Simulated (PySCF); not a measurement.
Compound: H8N2Si2.
Structure used (PBE0-D3(BJ)/def2-SVP), in Å, numbered top down from 1:
```xyz
12
H8N2Si2 angstrom
N     -2.222    0.118   -0.744
Si    -1.012   -0.088    0.466
N      0.511   -0.461   -0.283
Si     2.103    0.112    0.119
H     -3.179   -0.151   -0.549
H     -2.177    0.873   -1.419
H     -0.704    1.098    1.328
H     -1.556   -1.175    1.341
H      0.477   -1.215   -0.965
H      2.800   -0.693    1.175
H      2.001    1.517    0.614
H      2.960    0.066   -1.106
```

Linear response at PBE0/def2-SVPD (PySCF, frozen core in the response, non-relativistic).

Static isotropic polarisability: 71.61 au (10.61 Å³), principal values 63.6, 66.7, 84.5 au.

(1) What is the polarisability at 1064 nm and at the sodium D line?

(2) What is the isotropic C6 coefficient between two such molecules, C6 = (3/π)∫α(iω)² dω?

(3) Which effective excitation energy ω̄ makes London's formula C6 = (3/4)α²ω̄ exact here?

(4) What molar refraction at the D line follows from R = (4π/3)·N_A·α′, with α′ the polarisability volume?

(5) How many electrons N does the Slater–Kirkwood formula C6 = (3/4)·√N·α^(3/2) need to give this C6?

(6) What three-body coefficient follows from the one-pole estimate C9 = (3/4)·α·C6?

(7) How anisotropic is the static polarisability, by Δα² = ½[(α1 − α2)² + (α2 − α3)² + (α3 − α1)²]?

## Answers

(1) 72.30 au at 1064 nm (+1.0 %), 73.92 au at 589.3 nm (+3.2 %). The rise at 589.3 nm is 3.36 times that at 1064 nm; a pure ω² law gives 3.26. The lowest singlet lies at 197 nm, shorter than both wavelengths.

(2) 1876 au (Eh·bohr⁶) by a ten-point quadrature over imaginary frequencies, which is 1120 eV·Å⁶ or 108 J·nm⁶/mol.

(3) ω̄ = 4·C6/(3α²) = 0.488 Eh = 13.3 eV. A one-pole form α(ω) = α/(1 − ω²/ω̄²) fitted to the 1064 nm value gives 11.9 eV. London's choice of the ionisation energy (9.23 eV, ΔSCF at the same level) gives C6 = 1300 au, 30 % too low.

(4) α′ = 10.95 Å³ gives R = 27.63 cm³/mol, for isolated, non-vibrating species.

(5) N = (4·C6/3)²/α³ = 17.0; the species has 50 electrons in all.

(6) 101000 au. This is an estimate from the two numbers above, not a computed integral.

(7) Δα = 19.6 au, or 0.27 of the isotropic value.

On one thread of an x86-64 server (shared host), this took 9.3 s wall. This is the whole response run at PBE0/def2-SVPD, SCF included.

One conformer stands for the species.
